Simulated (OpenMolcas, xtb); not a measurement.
# AlGeH4F (SMILES [F][AlH][GeH3]): the electronic atomisation energy, rung by rung

The species is AlGeH4F (7 atoms), meant as a singlet with charge 0. As SMILES, `[F][AlH][GeH3]`. The shape is that of a PBE0-D4/def2-TZVP optimisation.

Quantity: the electronic atomisation energy, in eV. The values are calculated. Electronic energies at fixed atoms, without zero-point motion or spin-orbit coupling.

```json
{"level": "GFN0-xTB", "kind": "semi-empirical", "program": "xtb", "value (eV)": "32.34"}
{"level": "HF/def2-SVPD", "kind": "Hartree–Fock", "program": "OpenMolcas", "value (eV)": "15.55"}
{"level": "SVWN5/def2-SVPD", "kind": "LDA", "program": "OpenMolcas", "value (eV)": "22.89"}
{"level": "revPBE/def2-SVPD", "kind": "GGA", "program": "OpenMolcas", "value (eV)": "19.60"}
{"level": "M06-L/def2-SVPD", "kind": "meta-GGA", "program": "OpenMolcas", "value (eV)": "20.62"}
{"level": "M06-2X/def2-SVPD", "kind": "hybrid meta-GGA", "program": "OpenMolcas", "value (eV)": "20.02"}
{"level": "PBE0/def2-SVPD", "kind": "global hybrid", "program": "OpenMolcas", "value (eV)": "20.05"}
```

All-electron rows without a relativistic Hamiltonian named are non-relativistic. The values span 15.55 to 32.34 eV. The xTB rows lack spin polarisation, so open shells miss the exchange term that lowers them.
